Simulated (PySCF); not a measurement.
**How methods differ on the electron affinity of Ti**

Ti⁻ [Ar] 3d3 4s2 (4F) → Ti [Ar] 3d2 4s2 (3F), as a difference of total energies. Calculation: PySCF 2.14, in dyall-av2z (16s12p7d2f, 101 functions); no relativity, point nucleus. Correlated levels: valence: [Ar] frozen; virtual orbitals above 40 to 60 times the deepest correlated orbital energy dropped. The calculations carry no spin-orbit coupling.

```json
{"method": "UHF", "electron affinity (eV)": "-0.772", "plus first-order spin-orbit estimate": "-0.778", "difference from reference of that sum (eV)": "-0.854"}
{"method": "MP2 (valence)", "electron affinity (eV)": "-0.625", "plus first-order spin-orbit estimate": "-0.632", "difference from reference of that sum (eV)": "-0.708"}
{"method": "SCS-MP2 (valence)", "electron affinity (eV)": "-1.067", "plus first-order spin-orbit estimate": "-1.074", "difference from reference of that sum (eV)": "-1.150"}
{"method": "CCSD (valence)", "electron affinity (eV)": "-0.303", "plus first-order spin-orbit estimate": "-0.309", "difference from reference of that sum (eV)": "-0.385"}
{"method": "CCSD(T) (valence)", "electron affinity (eV)": "-0.204", "plus first-order spin-orbit estimate": "-0.210", "difference from reference of that sum (eV)": "-0.286"}
```

Reference: 0.076 eV (measured; photodetachment measurements, as compiled on the Wikipedia data page of electron affinities).

A first-order spin-orbit estimate (lowest level to lowest level, LS coupling) adds -0.006 eV.

These non-relativistic numbers lack the scalar-relativistic shift.

Errors of the correlated levels include the incompleteness of this basis and the frozen core.

A negative affinity means that the anion lies above the atom at that level of theory.

The coupled-cluster amplitudes are large for Ti⁻ (T1 above 0.03 or a double amplitude above 0.15), so a single reference is strained.
